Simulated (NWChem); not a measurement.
Molecule: CH₆OTi; SMILES C[O][TiH3]

Computed with NWChem. Pople sets run with spherical d functions. Geometry: optimised at PBE0/def2-SVP. Level r2SCAN/6-31G*: energy and gradient on several grids; changes count from the extra-fine grid, which is no exact limit either.

```csv
grid,size of the energy change (μHa),largest change of a gradient component (μHa/bohr)
xcoarse,600,10000
coarse,300,700
medium,90,60
fine,< 10,60
xfine,< 10,< 30
```
